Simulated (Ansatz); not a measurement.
Program: Ansatz. Geometries: PBE0-D4/def2-TZVP. ΔE: electronic, gas phase. CCSD(T)/CBS is the MP2 limit (def2-TZVPP, def2-QZVPP) plus CCSD(T) − MP2 in def2-TZVPP, frozen cores. Functionals use def2-TZVPP. B3LYP here is the variant with VWN-RPA as its local correlation; programs differ in this. One conformer a species, not always the lowest.

Reaction (redistribution): `CO[SiH](C)[SiH3]` + `C[SiH](F)CF` → `C[SiH]([SiH3])CF` + `CO[SiH](C)F`

`CO[SiH](C)[SiH3]`:

```xyz
15

C     0.405    2.300    0.630
O    -0.411    1.275    0.116
Si    0.192   -0.173   -0.399
C     0.970   -1.147    0.995
Si   -1.617   -1.308   -1.356
H     0.821    2.031    1.608
H     1.235    2.533   -0.049
H    -0.204    3.197    0.750
H     1.251    0.079   -1.428
H     0.244   -1.356    1.785
H     1.813   -0.608    1.435
H     1.348   -2.103    0.619
H    -1.159   -2.623   -1.886
H    -2.676   -1.564   -0.341
H    -2.211   -0.532   -2.478
```

`C[SiH](F)CF`:

```xyz
11

C     0.304   -1.119    1.070
Si   -0.070   -0.423   -0.604
F    -1.470   -0.999   -1.140
C    -0.268    1.454   -0.539
F     0.913    2.006   -0.039
H    -0.503   -0.904    1.775
H     0.444   -2.201    1.025
H     1.223   -0.672    1.457
H     0.973   -0.785   -1.595
H    -0.456    1.886   -1.527
H    -1.091    1.755    0.118
```

`C[SiH]([SiH3])CF`:

Cartesian coordinates in Å:
```
C -0.566 1.789 0.105
Si -0.308 -0.025 0.493
Si 1.952 -0.627 0.363
C -1.312 -1.097 -0.713
F -0.848 -0.912 -2.015
H -1.618 2.063 0.212
H -0.261 2.001 -0.923
H 0.021 2.424 0.772
H -0.824 -0.349 1.857
H 2.519 -0.274 -0.967
H 2.736 0.089 1.408
H 2.116 -2.091 0.576
H -2.375 -0.829 -0.696
H -1.233 -2.162 -0.472
```

`CO[SiH](C)F`:

Z-matrix (Å, degrees):
```
C
O 1 1.411
H 1 1.094 2 110.9
H 1 1.091 2 108.3 3 119.3
H 1 1.096 2 111.6 3 -121.3
Si 2 1.628 1 124.7 3 78.1
F 6 1.602 2 109.7 1 -65.8
C 6 1.843 2 108.2 1 175.0
H 6 1.486 2 109.8 1 49.4
H 8 1.092 6 110.5 2 57.7
H 8 1.092 6 110.7 2 177.7
H 8 1.092 6 110.5 2 -62.2
```

```json
{"level": "PBE0-D4", "ΔE (kJ/mol)": "-28.4", "difference from CCSD(T)/CBS": "-0.4"}
{"level": "B3LYP-D4", "ΔE (kJ/mol)": "-26.7", "difference from CCSD(T)/CBS": "1.3"}
{"level": "ωB97M-V", "ΔE (kJ/mol)": "-28.0", "difference from CCSD(T)/CBS": "0.0"}
{"level": "B2PLYP", "ΔE (kJ/mol)": "-27.3", "difference from CCSD(T)/CBS": "0.7"}
{"level": "PBE", "ΔE (kJ/mol)": "-28.0", "difference from CCSD(T)/CBS": "0.0"}
{"level": "r2SCAN", "ΔE (kJ/mol)": "-29.3", "difference from CCSD(T)/CBS": "-1.3"}
{"level": "PBE0", "ΔE (kJ/mol)": "-28.4", "difference from CCSD(T)/CBS": "-0.4"}
{"level": "B3LYP", "ΔE (kJ/mol)": "-26.6", "difference from CCSD(T)/CBS": "1.4"}
{"level": "SCS-MP2/def2-TZVPP", "ΔE (kJ/mol)": "-27.3", "difference from CCSD(T)/CBS": "0.7"}
{"level": "CCSD/def2-TZVPP", "ΔE (kJ/mol)": "-28.0", "difference from CCSD(T)/CBS": "0.0"}
{"level": "CCSD(T)/def2-TZVPP", "ΔE (kJ/mol)": "-28.5", "difference from CCSD(T)/CBS": "-0.5"}
{"level": "HF/def2-QZVPP", "ΔE (kJ/mol)": "-26.1", "difference from CCSD(T)/CBS": "1.9"}
{"level": "MP2/def2-QZVPP", "ΔE (kJ/mol)": "-28.2", "difference from CCSD(T)/CBS": "-0.2"}
{"level": "SCS-MP2/def2-QZVPP", "ΔE (kJ/mol)": "-27.0", "difference from CCSD(T)/CBS": "1.0"}
{"level": "MP2/CBS(def2)", "ΔE (kJ/mol)": "-28.0", "difference from CCSD(T)/CBS": "0.0"}
{"level": "CCSD/CBS(def2)", "ΔE (kJ/mol)": "-27.5", "difference from CCSD(T)/CBS": "0.5"}
{"level": "CCSD(T)/CBS", "ΔE (kJ/mol)": "-28.0", "difference from CCSD(T)/CBS": "0"}
```

Largest T1 diagnostic among the species: 0.012.
